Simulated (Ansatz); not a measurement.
Reactions of C$_{2}$H$_{6}$OS$_{2}$ (`CSC(O)S`).

Calculated with Ansatz (gas phase, PBE0-D4/def2-TZVP geometries, no zero-point term in ΔE). CBS: MP2 limit from def2 TZ/QZ plus the TZ coupled-cluster correction, frozen cores. This one scheme is used for every species. Functionals use def2-TZVPP. B3LYP here is the variant with VWN-RPA as its local correlation; programs differ in this. Each species was taken in one conformer, which may not be the lowest.

| reaction | PBE0-D4 (kJ/mol) | B3LYP-D4 (kJ/mol) | ωB97M-V (kJ/mol) | B2PLYP (kJ/mol) |
| --- | --- | --- | --- | --- |
| `CSC(O)S` + CH₃NH₂ → `CNC(O)S` + CH₃SH | -6 | -5 | -8 | -8 |
| `CSC(O)S` + `O[SiH3]` → `OC(S)O[SiH3]` + CH₃SH | 12 | 10 | 9 | 11 |
| `CSC(O)S` + `BNB` → `BN(B)C` + `OC(S)S` | 32 | 31 | 32 | 31 |
| `CSC(O)S` + `COB(O)OC` → `COB(OC)OC` + `OC(S)S` | 50 | 45 | 48 | 46 |

Question: Give the CCSD(T)/CBS values in the same order. (An estimate is asked.)

Answer: Computed: -4, 16, 31, 51 kJ/mol.

Largest T1 diagnostic: 0.012, for `OC(S)O[SiH3]`.
